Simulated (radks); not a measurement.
The magnesium ion Mg4+, configuration [He] 2s1 2p4 3s1 (not the ground configuration). Calculated with a radial shooting solver on a logarithmic mesh with Libxc functionals: scalar-relativistic Kohn-Sham, r2SCAN, spin-unpolarised, spherical densities, finite nucleus; meta-GGA in the generalised Kohn-Sham scheme; Fermi nuclear charge, rms radius 3.057 fm.

Normalised radial functions P(r) = r R(r), r in bohr:

r	2s	2p	3s
0.01171	0.2306	0.0081	0.0900
0.01477	0.2797	0.0126	0.1091
0.01863	0.3358	0.0196	0.1310
0.02349	0.3978	0.0302	0.1551
0.02939	0.4608	0.0456	0.1795
0.03706	0.5248	0.0692	0.2043
0.04674	0.5800	0.1038	0.2253
0.05895	0.6149	0.1538	0.2382
0.07434	0.6143	0.2239	0.2366
0.093	0.5630	0.3155	0.2145
0.1173	0.4393	0.4388	0.1631
0.1479	0.2306	0.5911	0.0775
0.1865	-0.0642	0.7673	-0.0418
0.2334	-0.4129	0.9476	-0.1796
0.2943	-0.7920	1.1184	-0.3209
0.3712	-1.1145	1.2363	-0.4203
0.4681	-1.2987	1.2630	-0.4304
0.5856	-1.2920	1.1767	-0.3185
0.7385	-1.0944	0.9745	-0.0708
0.9314	-0.7737	0.6997	0.2655
1.175	-0.4431	0.4219	0.6030
1.469	-0.2041	0.2113	0.8133
1.853	-0.0705	0.0822	0.8198
2.337	-0.0175	0.0238	0.6249
2.947	-0.0028	0.0046	0.3508
3.687	-0.0003	0.0006	0.1433
4.65	0.0000	0.0000	0.0374
5.864	0.0000	0.0000	0.0059

2s: eigenvalue -179.48 eV, 1 radial node at r = 0.178 bohr, <r> = 0.631 bohr, 90 % of the charge inside 0.980 bohr. 2p: eigenvalue -146.81 eV, 0 radial nodes, <r> = 0.583 bohr, 90 % of the charge inside 0.961 bohr. 3s: eigenvalue -51.501 eV, 2 radial nodes at r = 0.173, 0.778 bohr, <r> = 1.83 bohr, 90 % of the charge inside 2.66 bohr.
